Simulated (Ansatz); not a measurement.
Relaxation of C₂H₉BFNSi₂ (16 atoms, charge 0, multiplicity 1), to a largest force component of 0.015 eV/Å in at most 40 steps.

Theory: RKS PBE0-D4/6-31G* in Ansatz.

```xyz
16
Properties=species:S:1:pos:R:3:forces:R:3
B 0.262 -2.307 0.441 -1.58 1.38 0.87
Si 0.617 -0.506 -0.276 1.47 -0.42 0.28
C 2.070 -0.260 -1.399 0.62 -1.98 -0.93
N -0.773 0.217 -1.032 -1.44 1.74 -0.87
Si -0.535 1.256 0.371 0.31 1.13 -0.18
C -1.900 1.082 1.647 -0.08 0.11 0.63
F -0.070 2.812 -0.117 -0.76 -1.81 0.87
H 0.884 -3.180 0.076 0.91 -1.69 -0.19
H -0.665 -2.380 1.245 0.57 -0.33 -0.47
H 1.886 -0.874 -2.361 0.26 0.95 1.27
H 2.172 0.781 -1.658 0.33 0.49 -0.17
H 3.000 -0.677 -0.946 -0.39 0.52 -0.38
H -0.582 0.762 -1.888 -0.35 -0.75 0.12
H -1.670 1.654 2.578 -0.12 -0.46 -0.53
H -2.014 -0.022 1.911 0.18 1.39 -0.46
H -2.845 1.481 1.242 0.08 -0.26 0.14
```

Question: Where does it end, and by what steps?

Answer: The forces met the threshold. After 16 steps the energy has fallen by 1.075 eV; H8 moved furthest, 0.98 Å.

| step | energy less start (eV) | largest force component (eV/Å) | accepted |
| --- | --- | --- | --- |
| 0 | 0.0000 | 1.983 | yes |
| 1 | -0.5496 | 1.154 | yes |
| 2 | -0.6731 | 0.747 | yes |
| 3 | -0.8256 | 0.461 | yes |
| 4 | -0.9353 | 0.355 | yes |
| 5 | -0.9598 | 1.879 | yes |
| 6 | -1.0399 | 0.411 | yes |
| 7 | -1.0022 | 0.607 | no |
| 8 | -1.0605 | 0.227 | yes |
| 9 | -1.0680 | 0.149 | yes |
| 10 | -1.0720 | 0.091 | yes |
| 11 | -1.0735 | 0.046 | yes |
| 12 | -1.0742 | 0.036 | yes |
| 13 | -1.0745 | 0.026 | yes |
| 14 | -1.0747 | 0.020 | yes |
| 15 | -1.0744 | 0.055 | no |
| 16 | -1.0748 | 0.009 | yes |

```xyz
16
Properties=species:S:1:pos:R:3
B 0.269 -2.257 0.387
Si 0.597 -0.572 -0.572
C 2.195 -0.296 -1.527
N -0.809 0.375 -1.111
Si -0.541 1.141 0.389
C -1.890 1.145 1.677
F 0.035 2.654 0.336
H 1.163 -2.830 0.947
H -0.851 -2.640 0.583
H 2.192 -0.850 -2.473
H 2.337 0.765 -1.752
H 3.049 -0.646 -0.937
H -1.404 0.407 -1.927
H -1.504 1.462 2.651
H -2.314 0.142 1.774
H -2.688 1.839 1.388
```

Whether the end is a true minimum wasn't checked by a vibrational analysis.

Run time: 110 s on 2 threads of Arm Neoverse V1, with other jobs on the host, peak memory 0.4 GiB.
